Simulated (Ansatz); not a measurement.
Ansatz (a program for electronic structure) input for ClF2H3Si2, SMILES [Si](F)(Cl)(F)[SiH3], PBE0-D3(BJ)/def2-SVP. 

Ansatz 0.2 input:
```yaml
crystal:
  periodic: [false, false, false]
  atoms:
    - {symbol: F, position_ang: [-1.31215500, -0.37616498, -1.30417029]}
    - {symbol: Si, position_ang: [-0.36818554, -0.13376157, -0.00000000]}
    - {symbol: F, position_ang: [-1.31215499, -0.37616500, 1.30417030]}
    - {symbol: Si, position_ang: [0.55475688, 2.01026432, 0.00000000]}
    - {symbol: Cl, position_ang: [1.10233633, -1.57956003, -0.00000000]}
    - {symbol: H, position_ang: [1.40350759, 2.15684641, 1.23020321]}
    - {symbol: H, position_ang: [1.40350759, 2.15684642, -1.23020320]}
    - {symbol: H, position_ang: [-0.53994154, 3.03875903, 0.00000001]}
basis:
  gaussian:
    orbitals: def2-SVP
hamiltonian:
  xc: pbe0
  dispersion: d3bj
relax: {f_tol: 0.002, max_steps: 200}
```

Output:

```
WARN ansatz: RAYON_NUM_THREADS=1 ignored (pool sized by the plan → 1); use --threads N
Functional definition: PBE0
integrals: 0.04 GiB planned
956 factors; integrals over basis functions are off by at most 3.2e-4 eV
mean field: 0.41 GiB planned
mean field evaluation 1: about -33733.3717 eV, gradient 3.9e1 eV
mean field evaluation 2: about -33730.1003 eV, gradient 6.1e1 eV
mean field evaluation 4: about -33735.8466 eV, gradient 9.7e-1 eV
mean field evaluation 8: about -33735.8550 eV, gradient 6.4e-3 eV
mean field -33735.85501847 eV, -1239.7698049451 hartree, gradient 7.8e-6 eV, S^2 0.000000; 0 other end points of the search recorded, 0 dependent functions left out
the calculation of the forces begins
reference -33735.85504278 eV, -1239.7698058381 hartree; 33, 33 occupied and 64, 64 virtual orbitals, 956 factors
relax step   1: F+E_penalty+E_count = -33736.03138988 eV  Δ(F+E_penalty+E_count) = +0.000e0 eV  max|allowed force component| = 4.826e-1 eV/Å  Δτ_max = 0.0000 Å  (27 SCF iters, accepted)
these checks for a lower state are left out or cut short: starts, cluster_reference, orbital_swaps, neighbouring_geometries, increment
integrals: 0.04 GiB planned
956 factors; integrals over basis functions are off by at most 3.2e-4 eV
mean field: 0.41 GiB planned
mean field evaluation 16: about -33735.8579 eV, gradient 1.4e0 eV
mean field -33735.86738561 eV, -1239.7702594290 hartree, gradient 5.2e-6 eV, S^2 0.000000; 0 other end points of the search recorded, 0 dependent functions left out
the calculation of the forces begins
reference -33735.86740987 eV, -1239.7702603207 hartree; 33, 33 occupied and 64, 64 virtual orbitals, 956 factors
relax step   2: F+E_penalty+E_count = -33736.04456277 eV  Δ(F+E_penalty+E_count) = -1.317e-2 eV  max|allowed force component| = 3.579e-1 eV/Å  Δτ_max = 0.0229 Å  (30 SCF iters, accepted)
these checks for a lower state are left out or cut short: starts, cluster_reference, orbital_swaps, neighbouring_geometries, increment
integrals: 0.04 GiB planned
956 factors; integrals over basis functions are off by at most 3.1e-4 eV
mean field: 0.41 GiB planned
mean field -33735.86991943 eV, -1239.7703525452 hartree, gradient 5.2e-6 eV, S^2 0.000000; 0 other end points of the search recorded, 0 dependent functions left out
the calculation of the forces begins
reference -33735.86994370 eV, -1239.7703534371 hartree; 33, 33 occupied and 64, 64 virtual orbitals, 956 factors
relax step   3: F+E_penalty+E_count = -33736.04721762 eV  Δ(F+E_penalty+E_count) = -2.655e-3 eV  max|allowed force component| = 1.253e-1 eV/Å  Δτ_max = 0.0162 Å  (29 SCF iters, accepted)
these checks for a lower state are left out or cut short: starts, cluster_reference, orbital_swaps, neighbouring_geometries, increment
integrals: 0.04 GiB planned
956 factors; integrals over basis functions are off by at most 3.1e-4 eV
mean field: 0.41 GiB planned
mean field evaluation 32: about -33735.8641 eV, gradient 6.2e-1 eV
mean field -33735.87075271 eV, -1239.7703831677 hartree, gradient 4.9e-6 eV, S^2 0.000000; 0 other end points of the search recorded, 0 dependent functions left out
the calculation of the forces begins
reference -33735.87077701 eV, -1239.7703840605 hartree; 33, 33 occupied and 64, 64 virtual orbitals, 956 factors
relax step   4: F+E_penalty+E_count = -33736.04796943 eV  Δ(F+E_penalty+E_count) = -7.518e-4 eV  max|allowed force component| = 1.578e-2 eV/Å  Δτ_max = 0.0084 Å  (30 SCF iters, accepted)
these checks for a lower state are left out or cut short: starts, cluster_reference, orbital_swaps, neighbouring_geometries, increment
integrals: 0.04 GiB planned
956 factors; integrals over basis functions are off by at most 3.1e-4 eV
mean field: 0.41 GiB planned
mean field -33735.87079563 eV, -1239.7703847450 hartree, gradient 3.1e-5 eV, S^2 0.000000; 0 other end points of the search recorded, 0 dependent functions left out
the calculation of the forces begins
reference -33735.87081993 eV, -1239.7703856378 hartree; 33, 33 occupied and 64, 64 virtual orbitals, 956 factors
relax step   5: F+E_penalty+E_count = -33736.04799351 eV  Δ(F+E_penalty+E_count) = -2.408e-5 eV  max|allowed force component| = 7.617e-3 eV/Å  Δτ_max = 0.0011 Å  (21 SCF iters, accepted)
these checks for a lower state are left out or cut short: starts, cluster_reference, orbital_swaps, neighbouring_geometries, increment
integrals: 0.04 GiB planned
956 factors; integrals over basis functions are off by at most 3.1e-4 eV
mean field: 0.41 GiB planned
mean field -33735.87079476 eV, -1239.7703847128 hartree, gradient 2.8e-5 eV, S^2 0.000000; 0 other end points of the search recorded, 0 dependent functions left out
the calculation of the forces begins
reference -33735.87081905 eV, -1239.7703856055 hartree; 33, 33 occupied and 64, 64 virtual orbitals, 956 factors
relax step   6: F+E_penalty+E_count = -33736.04799562 eV  Δ(F+E_penalty+E_count) = -2.109e-6 eV  max|allowed force component| = 2.682e-3 eV/Å  Δτ_max = 0.0006 Å  (20 SCF iters, accepted)
these checks for a lower state are left out or cut short: starts, cluster_reference, orbital_swaps, neighbouring_geometries, increment
integrals: 0.04 GiB planned
956 factors; integrals over basis functions are off by at most 3.1e-4 eV
mean field: 0.41 GiB planned
mean field -33735.87079531 eV, -1239.7703847332 hartree, gradient 8.9e-6 eV, S^2 0.000000; 0 other end points of the search recorded, 0 dependent functions left out
the calculation of the forces begins
reference -33735.87081960 eV, -1239.7703856259 hartree; 33, 33 occupied and 64, 64 virtual orbitals, 956 factors
relax step   7: F+E_penalty+E_count = -33736.04799602 eV  Δ(F+E_penalty+E_count) = -4.050e-7 eV  max|allowed force component| = 1.558e-4 eV/Å  Δτ_max = 0.0002 Å  (19 SCF iters, accepted)
integrals: 0.04 GiB planned
956 factors; integrals over basis functions are off by at most 3.1e-4 eV
mean field: 0.41 GiB planned
mean field evaluation 64: about -33735.8708 eV, gradient 6.1e-3 eV
mean field -33735.87079531 eV, -1239.7703847332 hartree, gradient 8.9e-6 eV, S^2 0.000000; 1 other end points of the search recorded, 0 dependent functions left out
the calculation of the forces begins
reference -33735.87081960 eV, -1239.7703856259 hartree; 33, 33 occupied and 64, 64 virtual orbitals, 956 factors
Total energy: -33736.04802031 eV, -1239.7768976319 hartree
Atom 0 at    -1.299408    -0.369864    -1.289946 Å, force     0.000023     0.000034     0.000036 eV/Å
Atom 1 at    -0.363677    -0.128327     0.000000 Å, force    -0.000080    -0.000156     0.000000 eV/Å
Atom 2 at    -1.299408    -0.369864     1.289946 Å, force     0.000023     0.000034    -0.000036 eV/Å
Atom 3 at     0.554058     2.008068    -0.000000 Å, force    -0.000132     0.000119    -0.000000 eV/Å
Atom 4 at     1.087022    -1.570259    -0.000000 Å, force     0.000006     0.000060    -0.000000 eV/Å
Atom 5 at     1.395662     2.151721     1.222906 Å, force     0.000127    -0.000043     0.000021 eV/Å
Atom 6 at     1.395662     2.151721    -1.222906 Å, force     0.000127    -0.000043    -0.000021 eV/Å
Atom 7 at    -0.538239     3.023868     0.000000 Å, force    -0.000094    -0.000007    -0.000000 eV/Å
Dipole moment:     0.211413     0.356371     0.000000 e Å
```

The calculation finished and met its thresholds.
